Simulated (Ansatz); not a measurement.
`CB[SiH](O)[SiH3]` + `C[SiH2]N` → `CBN[SiH2]C` + `O[SiH2][SiH3]`  (cleavage of the B–Si bond)

Gas-phase electronic energies from Ansatz, PBE0-D4/def2-TZVP geometries. CBS: MP2 limit from def2 TZ/QZ plus the TZ coupled-cluster correction, frozen cores. Functionals use def2-TZVPP. B3LYP here is the variant with VWN-RPA as its local correlation; programs differ in this. Each species was taken in one conformer, which may not be the lowest.

```json
{"level": "B3LYP-D4", "ΔE (kJ/mol)": "-156.1"}
{"level": "HF/def2-QZVPP", "ΔE (kJ/mol)": "-163.1"}
```

Problem. What does CCSD(T)/CBS give? (An estimate is asked.)

Solution. The calculation gave: -156.2 kJ/mol. The listed levels differ from it by 0.1, -6.9 kJ/mol.

Largest T1 diagnostic among the species: 0.013.

From PBE to PBE0 (25 % exact exchange), in def2-TZVPP and without D4, ΔE moves by −4.3 kJ/mol.
